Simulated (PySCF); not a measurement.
# A small calculation by hand: chemical shift, span and skew from a shielding tensor

C5H10, SMILES CC1CCC1. Atoms are numbered in the order given.

```xyz
15

C      1.9181     0.1454     0.0000
C      0.5067    -0.4146     0.0000
C     -0.4997     0.0653    -1.0811
C     -1.6092     0.0665     0.0000
C     -0.4997     0.0653     1.0811
H      2.4808    -0.1821    -0.8902
H      1.9037     1.2485     0.0000
H      2.4808    -0.1821     0.8902
H      0.5436    -1.5180     0.0000
H     -0.6419    -0.5691    -1.9699
H     -0.2597     1.0873    -1.4184
H     -2.1810    -0.8748     0.0000
H     -2.3224     0.9048     0.0000
H     -0.2597     1.0873     1.4184
H     -0.6419    -0.5691     1.9699
```

Coordinates come from a B3LYP-D3(BJ)/def2-SVP optimisation.

GIAO shieldings from PySCF with PBE/pcSseg-1, non-relativistic, no solvent. The symmetric part of the tensor of C3 has the principal values 133.5, 136.4, 168.1 ppm. The same nucleus in TMS has σ = 182.0 ppm at this level (PySCF, at its B3LYP-D3(BJ)/def2-TZVP geometry).

Problem. Work out the isotropic shielding, the ¹³C shift against TMS, the span and the skew.

Solution. 
σ(iso) = (σ11 + σ22 + σ33)/3 = 146.0 ppm. δ = σ(ref) − σ(iso) = 182.0 − (146.0) = 36.0 ppm.
Span Ω = σ33 − σ11 = 34.6 ppm. Skew κ = 3(σ(iso) − σ22)/Ω = 0.83. Tumbling in solution averages the tensor to δ; in a static solid the shielding alone would spread this spin-1/2 line over Ω.
